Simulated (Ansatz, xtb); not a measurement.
## Group exchange: CH7NSi + CH6OSi → CH9NSi2 + CH4O

Species: CH7NSi `CN[SiH3]`, singlet; CH6OSi `CO[SiH3]`, singlet; CH9NSi2 `CN([SiH3])[SiH3]`, singlet; CH4O (methanol) `CO`, singlet. The partners trade H for SiH3: N–H and O–SiH3 bonds give way to N–SiH3 and O–H.

Shapes, held fixed at every level: PBE0-D4/def2-TZVP. Programs: Ansatz 0.2.0, xtb 6.7.1. The zero-point and thermal change to 298 K, harmonic and unscaled (PBE0-D4/def2-TZVP), is -0.1 kJ/mol.

(1) Estimate ΔH(298 K) of this reaction.

Results:

(1) The highest level, CCSD(T)/CBS estimate, gives ΔH(298 K) = +31.4 kJ/mol; the levels span -34.6 to +34.9. They disagree on the sign: 8 of 9 are positive. GFN0-xTB strays far from the other rows. The column of differences is taken from that level and isn't an error. No measured value is set beside it here. The CBS estimate extrapolates MP2 from def2-TZVPP and def2-QZVPP and adds CCSD(T) − MP2 in the triple-zeta set, cores frozen. Times are processor times on shared x86 and Arm servers, and rough.

| level | kind | ΔH(298 K) (kJ/mol) | less CCSD(T)/CBS estimate | CPU time (sum over the molecules) |
| --- | --- | --- | --- | --- |
| GFN0-xTB | semi-empirical | -34.6 | -66.0 | 0.13 s |
| r2SCAN-D4/def2-TZVPP | meta-GGA | +34.9 | +3.5 | 38 s |
| r2SCAN0-D4/def2-TZVPP | global hybrid | +34.3 | +2.9 | 33 s |
| wB97M-V/def2-TZVPP | range-separated hybrid | +33.6 | +2.2 | 88 s |
| wB97X-V/def2-TZVPP | range-separated hybrid | +34.8 | +3.4 | 62 s |
| MP2/def2-TZVPP | perturbation theory | +31.0 | -0.4 | – |
| CCSD/def2-SVP | coupled cluster or CI | +30.0 | -1.4 | – |
| CCSD(T)/def2-TZVPP | coupled cluster or CI | +31.6 | +0.2 | 6.8 min |
| CCSD(T)/CBS estimate | coupled cluster or CI | +31.4 | 0.0 | 12 min |
